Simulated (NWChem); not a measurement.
System: SnSiH4, singlet; SMILES [SiH3][SnH]

Input file for NWChem:

```
start job
memory heap 200 mb stack 900 mb global 1100 mb
geometry units angstroms noautoz
  Sn    -0.006111     0.699920     0.088785
  H      1.761308     0.589882    -0.116739
  Si    -0.047052    -1.959906     0.015094
  H      0.800601    -2.523907     1.118578
  H      0.523237    -2.452471    -1.283535
  H     -1.415531    -2.554406     0.155386
end
basis spherical
  * library def2-tzvp
end
ecp
  Sn library def2-ecp
end
dft
  xc mn15-l
  iterations 150
  mulliken
end
task dft energy
```

Parts of the log:

```
             Northwest Computational Chemistry Package (NWChem) 7.3.0
             --------------------------------------------------------

 CS  symmetry detected

                             Geometry "geometry" -> ""
                             -------------------------

 Output coordinates in angstroms (scale by  1.889725989 to convert to a.u.)

  No.       Tag          Charge          X              Y              Z
 ---- ---------------- ---------- -------------- -------------- --------------
    1 Sn                  50.0000    -0.03034503     0.69074365     0.00000000
    2 H                    1.0000     1.75055905     0.61012699     0.00000000
    3 Si                  14.0000    -0.01858951    -1.97039195     0.00000000
    4 H                    1.0000     0.70552887    -2.48701077     1.20956336
    5 H                    1.0000     0.70552887    -2.48701077    -1.20956336
    6 H                    1.0000    -1.38411219    -2.58780041     0.00000000

 Effective nuclear repulsion energy (a.u.)     194.9672310373

      Symmetry information
      --------------------

 Group name             Cs
 Group number              2
 Group order               2
 No. of unique centers     5

                                 NWChem DFT Module
                                 -----------------

 Summary of "ao basis" -> "ao basis" (spherical)
 ------------------------------------------------------------------------------
       Tag                 Description            Shells   Functions and Types
 ---------------- ------------------------------  ------  ---------------------
 Sn                        def2-tzvp                16       50   6s5p3d2f
 H                         def2-tzvp                 4        6   3s1p
 Si                        def2-tzvp                13       37   5s5p2d1f

      Symmetry analysis of basis
      --------------------------

        a'         74
        a"         37

            General Information
            -------------------
          SCF calculation type: DFT
          Wavefunction type:  closed shell.
          No. of atoms     :     6
          No. of electrons :    40
           Alpha electrons :    20
            Beta electrons :    20
          Charge           :     0
          Spin multiplicity:     1
          Use of symmetry is: on ; symmetry adaption is: on
          Maximum number of iterations: 150
          AO basis - number of functions:   111
                     number of shells:    45
          Convergence on energy requested:  1.00D-06
          Convergence on density requested:  1.00D-05
          Convergence on gradient requested:  5.00D-04

              XC Information
              --------------
                       MN15-L Method XC Functional
                        MN15-L Exchange Functional  1.000
                      MN15-L Correlation Potential  1.000

             Grid Information
             ----------------
          Grid used for XC integration:  medium
          Radial quadrature: Mura-Knowles
          Angular quadrature: Lebedev.
          Tag              B.-S. Rad. Rad. Pts. Rad. Cut. Ang. Pts.
          ---              ---------- --------- --------- ---------
          Sn                  1.45      123          11.0       590
          H                   0.35       45          12.0       434
          Si                  1.10       88          11.0       590
          Grid pruning is: on
          Number of quadrature shells:   346
          Spatial weights used:  Erf1

      Superposition of Atomic Density Guess
      -------------------------------------

 Sum of atomic energies:        -539.94675100

      Non-variational initial energy
      ------------------------------

 Total energy =    -504.374971
 1-e energy   =    -969.825886
 2-e energy   =     369.440541
 HOMO         =      -0.210057
 LUMO         =      -0.089647

      Symmetry analysis of molecular orbitals - initial
      -------------------------------------------------

  Numbering of irreducible representations:

     1 a'          2 a"

  Orbital symmetries:

     1 a'          2 a'          3 a'          4 a'          5 a"
     6 a'          7 a'          8 a'          9 a"         10 a'
    11 a'         12 a'         13 a"         14 a"         15 a'
    16 a'         17 a'         18 a"         19 a'         20 a'
    21 a"         22 a'         23 a'         24 a'         25 a"
    26 a'         27 a'         28 a"         29 a'         30 a'

     ---------------------------------------------
      Total Density - Mulliken Population Analysis
     ---------------------------------------------

    Atom       Charge   Shell Charges
 -----------   ------   -------------------------------------------------------
    1 Sn  22    21.53   0.29 -0.77  1.54  0.95  1.04  0.84 -0.40  6.35  0.47  0.85  0.31  8.93  1.05  0.07  0.01  0.00
    2 H    1     1.19   0.22  0.59  0.38  0.01
    3 Si  14    14.15   2.00  0.59  1.39  0.92  0.55  4.12  1.73  0.52  1.51  0.70  0.06  0.07  0.01
    4 H    1     1.04   0.22  0.54  0.27  0.01
    5 H    1     1.04   0.22  0.54  0.27  0.01
    6 H    1     1.05   0.23  0.55  0.27  0.01

   convergence    iter        energy       DeltaE   RMS-Dens  Diis-err
 ---------------- ----- ----------------- --------- --------- ---------
 d= 0,ls=0.0,diis     1   -505.3664751423 -6.01D+02  5.68D-03  1.58D+00
 d= 0,ls=0.0,diis     2   -505.3915475125 -2.51D-02  2.89D-03  2.32D-02
 d= 0,ls=0.0,diis     3   -505.3922696129 -7.22D-04  1.55D-03  1.32D-02
 d= 0,ls=0.0,diis     4   -505.3950347822 -2.77D-03  3.17D-04  1.38D-03
 d= 0,ls=0.0,diis     5   -505.3952148777 -1.80D-04  3.98D-05  1.32D-05
  Resetting Diis
 d= 0,ls=0.0,diis     6   -505.3952164808 -1.60D-06  8.11D-06  4.73D-07
 d= 0,ls=0.0,diis     7   -505.3952165316 -5.07D-08  6.28D-06  8.55D-08

         Total DFT energy =     -505.395216531557
      One electron energy =     -970.232116330628
           Coulomb energy =      408.384146898624
    Exchange-Corr. energy =      -39.557621455202
 Nuclear repulsion energy =       96.010374355649

 Numeric. integr. density =       40.000004894567

                  Occupations of the irreducible representations
                  ----------------------------------------------

                     irrep           alpha         beta
                     --------     --------     --------
                     a'               15.0         15.0
                     a"                5.0          5.0

                       DFT Final Molecular Orbital Analysis
                       ------------------------------------

 Vector   18  Occ=2.000000D+00  E=-3.231189D-01  Symmetry=a'
              MO Center= -4.3D-01, -2.3D+00,  2.6D-13, r^2= 2.5D+00
   Bfn.  Coefficient  Atom+Function         Bfn.  Coefficient  Atom+Function
  ----- ------------  ---------------      ----- ------------  ---------------
    71      0.301727  3 Si px               107     -0.242540  6 H  s
   108     -0.173970  6 H  s                106     -0.162383  6 H  s
    95      0.130031  4 H  s                101      0.130031  5 H  s
    62     -0.117170  3 Si px                68      0.106876  3 Si px
    74      0.098301  3 Si px                96      0.094198  4 H  s

 Vector   19  Occ=2.000000D+00  E=-2.589459D-01  Symmetry=a'
              MO Center=  4.5D-01,  3.6D-02,  1.2D-15, r^2= 3.8D+00
   Bfn.  Coefficient  Atom+Function         Bfn.  Coefficient  Atom+Function
  ----- ------------  ---------------      ----- ------------  ---------------
    52      0.256023  2 H  s                 16      0.237309  1 Sn px
    53      0.227115  2 H  s                 10     -0.221809  1 Sn px
    72     -0.200818  3 Si py                13      0.190822  1 Sn px
     5     -0.174612  1 Sn s                 51      0.149548  2 H  s
     2     -0.138204  1 Sn s                  6     -0.137738  1 Sn s

 Vector   20  Occ=2.000000D+00  E=-2.101067D-01  Symmetry=a'
              MO Center= -4.6D-02,  1.4D-01, -8.9D-16, r^2= 4.4D+00
   Bfn.  Coefficient  Atom+Function         Bfn.  Coefficient  Atom+Function
  ----- ------------  ---------------      ----- ------------  ---------------
     6      0.396431  1 Sn s                 72     -0.295979  3 Si py
     5      0.255947  1 Sn s                 17      0.243468  1 Sn py
    11     -0.239500  1 Sn py                 2      0.229093  1 Sn s
    61     -0.224045  3 Si s                 14      0.214458  1 Sn py
     3     -0.200348  1 Sn s                 75     -0.165960  3 Si py

 Vector   21  Occ=0.000000D+00  E=-1.445390D-01  Symmetry=a"
              MO Center= -2.1D-02,  5.1D-01, -6.7D-15, r^2= 3.8D+00
   Bfn.  Coefficient  Atom+Function         Bfn.  Coefficient  Atom+Function
  ----- ------------  ---------------      ----- ------------  ---------------
    18      0.500894  1 Sn pz                12     -0.340081  1 Sn pz
    21      0.332008  1 Sn pz                15      0.296580  1 Sn pz
    96     -0.100862  4 H  s                102      0.100862  5 H  s
    83      0.060829  3 Si d -1              95     -0.048113  4 H  s
   101      0.048113  5 H  s                  9     -0.047493  1 Sn pz

 Vector   22  Occ=0.000000D+00  E=-2.267231D-02  Symmetry=a'
              MO Center=  1.8D-02,  4.3D-01, -6.9D-15, r^2= 7.6D+00
   Bfn.  Coefficient  Atom+Function         Bfn.  Coefficient  Atom+Function
  ----- ------------  ---------------      ----- ------------  ---------------
    61      1.024045  3 Si s                 20      0.829263  1 Sn py
    75      0.583368  3 Si py                53     -0.485590  2 H  s
    19      0.425468  1 Sn px                 6     -0.374997  1 Sn s
    17      0.351203  1 Sn py                16      0.233422  1 Sn px
    72      0.200861  3 Si py                60      0.184146  3 Si s

[...]
```

Level: MN15-L/def2-TZVP with def2 effective core potentials on Sn. Low-valent species are run as closed-shell singlets; no triplet was tried in these runs. Geometry: optimised at PBE0/def2-SVP. def2 effective core potentials on Sn; no spin-orbit coupling.
